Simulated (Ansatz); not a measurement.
A trace of molecular dynamics of CH5BFN (9 atoms, charge 0, multiplicity 1).

All numbers below come from Ansatz 0.2.0, RKS PBE/def2-SVP.

```json
{"ensemble": "NVE (velocity Verlet)", "starting velocities drawn for": "2000 K", "seed": "446708"}
```

| time (fs) | T (K) | potential energy less start (eV) | conserved less start (meV/atom) |
| --- | --- | --- | --- |
| 0.0 | 2000 | 0.000 | 0.00 |
| 5.0 | 11472 | 5.139 | 1523.27 |
| 10.0 | 8188 | 7.736 | 1481.70 |
| 15.0 | 7807 | 8.039 | 1477.01 |
| 20.0 | 7717 | 8.247 | 1491.06 |
| 25.0 | 7959 | 8.289 | 1520.04 |
| 30.0 | 7899 | 8.775 | 1568.05 |
| 35.0 | 8102 | 7.949 | 1496.71 |
| 40.0 | 8219 | 7.882 | 1500.99 |
| 45.0 | 8474 | 7.718 | 1508.40 |
| 50.0 | 9026 | 8.824 | 1686.80 |
| 55.0 | 9314 | 8.672 | 1698.88 |
| 60.0 | 56190 | 13.398 | 6936.72 |
| 65.0 | 54591 | 14.754 | 6926.53 |
| 70.0 | 54727 | 14.570 | 6919.74 |
| 75.0 | 55390 | 14.260 | 6951.94 |
| 80.0 | 55391 | 14.270 | 6953.16 |
| 85.0 | 54479 | 14.649 | 6903.67 |
| 90.0 | 53512 | 15.655 | 6918.16 |
| 95.0 | 53733 | 15.459 | 6918.58 |
| 100.0 | 54213 | 15.238 | 6942.45 |

**Question.** Is this trajectory sound?

**Answer.** The conserved energy changed by up to 7000 meV per atom, so the integration failed: the time step of 2.5 fs is too long for the fastest motions that this run met, and the later frames carry no physical meaning.

The run took 100 s on 1 thread of AMD EPYC 7R43 64-Core Processor (Zen 3), with other jobs on the host, peak memory 0.17 GiB.
